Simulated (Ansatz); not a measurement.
Basis sets compared for the cluster La₂F₆ (the lowest singlet isomer of a short search). Total charge 0; singlet. Geometry PBE0-D4/def2-SVP. Ansatz on 4 threads of Arm Neoverse V1 on a shared host; times are rough, and most runs start from earlier orbitals.

```xyz
8

La   -1.414    1.298    0.066
La    1.415   -1.297   -0.068
F    -0.850   -0.897   -0.565
F     0.855    0.903    0.548
F    -2.703    1.453    1.763
F     2.707   -1.483   -1.761
F    -1.787    2.655   -1.543
F     1.778   -2.633    1.560
```

In the def2 sets La takes a core potential; there is no spin–orbit coupling. No other spin state of charge 0 was run. The structure comes from a short search, and lower isomers may exist.

```csv
level,functions,energy (Eh),HOMO (eV),LUMO (eV),wall time
PBE-D4/def2-SVP,148,-661.8378,-8.04,-2.31,2.6 s
PBE0-D4/def2-SVP,148,-661.7817,-9.96,-1.62,3.5 s
```

(1) Estimate the rows for PBE-D4/def2-TZVP (with forces), PBE0-D4/def2-TZVP.

Results:

(1) 
| level | functions | energy (Eh) | HOMO (eV) | LUMO (eV) | wall time |
| --- | --- | --- | --- | --- | --- |
| PBE-D4/def2-TZVP (with forces) | 266 | -662.5650 | -8.31 | -2.43 | 5.5 s |
| PBE0-D4/def2-TZVP | 266 | -662.5052 | -10.19 | -1.72 | 7.5 s |
